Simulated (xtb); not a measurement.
C5H15N2Si (SMILES CN(C)[Si](C)N(C)C), doublet, geometry from GFN2-xTB, atoms displaced at random by about 0.05 Å a coordinate; xtb with GFN2-xTB.

Input for xtb:
```
$ xtb mol.xyz --gfn 2 --uhf 1 --opt lax --json

# file mol.xyz
23

C      2.48990074     0.08131226     1.33361983
N      1.33515548    -0.30918681     0.44442037
C      1.45231341    -1.72078231     0.01463624
Si    -0.19154820     0.64657953     0.44679836
C      0.27458790     2.21748004    -0.65998821
N     -1.24463668    -0.42706501    -0.41798966
C     -2.22227827     0.17771959    -1.42878949
C     -1.84620265    -1.50896307     0.15697256
H      2.33003632     1.21519605     1.53586935
H      2.45152765    -0.36600307     2.24865083
H      3.47555521     0.00281952     0.86269652
H      0.69776581    -1.84803543    -0.64094508
H      2.47792627    -1.68431204    -0.42783942
H      1.38700961    -2.35294868     0.88238102
H     -0.58077868     2.82438249    -0.70287086
H      1.13781993     2.75591304    -0.10598054
H      0.50676802     2.03818723    -1.63201988
H     -3.14493620     0.54798709    -0.98252052
H     -1.68520030     1.00395108    -1.93040054
H     -2.47010829    -0.43818835    -2.23602821
H     -2.76619275    -1.27638515     0.75779565
H     -2.06597496    -2.35468115    -0.45783265
H     -1.19406335    -1.86126870     0.87496724
```

Output, abridged:

```
   ID    Z sym.   atoms
    1    6 C      1, 3, 5, 7, 8
    2    7 N      2, 6
    3   14 Si     4
    4    1 H      9-23

           -------------------------------------------------
          |                Calculation Setup                |
           -------------------------------------------------

           -------------------------------------------------
          |                 G F N 2 - x T B                 |
           -------------------------------------------------

          ...................................................
          :                      SETUP                      :
          :.................................................:
          :  # basis functions                  53          :
          :  # atomic orbitals                  52          :
          :  # shells                           32          :
          :  # electrons                        49          :
          :  max. iterations                   250          :
          :  Hamiltonian                  GFN2-xTB          :
          :  restarted?                      false          :
          :  GBSA solvation                  false          :
          :  PC potential                    false          :
          :  electronic temp.          300.0000000     K    :
          :  accuracy                    1.0000000          :
          :  -> integral cutoff          0.2500000E+02      :
          :  -> integral neglect         0.1000000E-07      :
          :  -> SCF convergence          0.1000000E-05 Eh   :
          :  -> wf. convergence          0.1000000E-03 e    :
          :  Broyden damping             0.4000000          :
          :  net charge                          0          :
          :  unpaired electrons                  1          :
          ...................................................

 iter      E             dE          RMSdq      gap      omega  full diag
   1    -26.1815795 -0.261816E+02  0.414E+00    3.22       0.0  T
   2    -26.2109827 -0.294032E-01  0.283E+00    3.36       1.0  T
   3    -26.2064260  0.455671E-02  0.109E+00    3.37       1.0  T
   4    -26.2117723 -0.534629E-02  0.588E-01    3.53       1.0  T
   5    -26.2149670 -0.319470E-02  0.298E-01    3.49       1.0  T
   6    -26.2154207 -0.453677E-03  0.130E-01    3.50       1.0  T
   7    -26.2154383 -0.176061E-04  0.578E-02    3.50       1.0  T
   8    -26.2154434 -0.505440E-05  0.268E-02    3.50       1.0  T
[...]
         :: total energy             -25.844656763961 Eh    ::
 * total energy  :   -25.8446568 Eh     change       -0.5082157E-10 Eh
 * total energy  :   -25.8885739 Eh     change       -0.4391717E-01 Eh
 * total energy  :   -25.8968504 Eh     change       -0.8276499E-02 Eh
 * total energy  :   -25.8972473 Eh     change       -0.3968849E-03 Eh
 * total energy  :   -25.8973472 Eh     change       -0.9983717E-04 Eh
 * total energy  :   -25.8973725 Eh     change       -0.2530714E-04 Eh
 * total energy  :   -25.8973847 Eh     change       -0.1228388E-04 Eh
   *** GEOMETRY OPTIMIZATION CONVERGED AFTER 7 ITERATIONS ***
         :: total energy             -25.897384743936 Eh    ::
[...]
                            11 H    0.976
     2   7 N    3.309 --     4 Si   1.074     1 C    1.045     3 C    1.037
     3   6 C    3.986 --     2 N    1.037    12 H    0.986    14 H    0.976
                            13 H    0.975
     4  14 Si   2.980 --     2 N    1.074     6 N    1.044     5 C    0.859
     5   6 C    3.975 --    15 H    0.999    16 H    0.999    17 H    0.984
                             4 Si   0.859
     6   7 N    3.286 --     4 Si   1.044     7 C    1.043     8 C    1.041
     7   6 C    3.987 --     6 N    1.043    19 H    0.990    18 H    0.977
                            20 H    0.976
     8   6 C    3.988 --     6 N    1.041    23 H    0.990    22 H    0.977
                            21 H    0.977
     9   1 H    0.999 --     1 C    0.993
    10   1 H    1.000 --     1 C    0.977
    11   1 H    0.999 --     1 C    0.976
    12   1 H    0.998 --     3 C    0.986
    13   1 H    0.999 --     3 C    0.975
    14   1 H    1.000 --     3 C    0.976
    15   1 H    1.000 --     5 C    0.999
    16   1 H    1.000 --     5 C    0.999
    17   1 H    0.999 --     5 C    0.984
    18   1 H    1.000 --     7 C    0.977
    19   1 H    0.999 --     7 C    0.990
    20   1 H    0.999 --     7 C    0.976
    21   1 H    0.999 --     8 C    0.977
    22   1 H    0.999 --     8 C    0.977
    23   1 H    0.999 --     8 C    0.990
 ---------------------------------------------------------------------------

Topologies differ in total number of bonds
Writing topology from bond orders to xtbtopo.mol

molecular dipole:
                 x           y           z       tot (Debye)
 q only:       -0.108      -0.032       0.346
   full:       -0.029      -0.233      -0.116       0.666
molecular quadrupole (traceless):
                xx          xy          yy          xz          yz          zz
 q only:       -0.238      -0.416      -0.603       0.055       1.251       0.841
  q+dip:        1.265      -0.363      -0.993       0.310      -0.476      -0.272
   full:        1.891       0.181      -0.221       2.044      -1.118      -1.670

optimized geometry written to: xtbopt.xyz

           -------------------------------------------------
          | TOTAL ENERGY              -25.897384743936 Eh   |
          | GRADIENT NORM               0.001268305373 Eh/α |
          | HOMO-LUMO GAP               3.808678610634 eV   |
           -------------------------------------------------
```
